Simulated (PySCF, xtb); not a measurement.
GaF, SMILES [Ga][F] (connectivity only; charge and spin as stated), neutral, multiplicity 1.

GFN2-xTB (xtb) at its own geometry gives an orbital gap of 6.43 eV and a dipole moment of 3.59 D.

Geometry optimised at B3LYP-D3(BJ)/def2-TZVPD.

Q: What does HF/def2-TZVPD run with PySCF give? (The exact figures need the calculation; the answer reports its results.)

A: gap 11.09 eV (levels -10.04 and 1.05 eV), dipole 2.45 D.
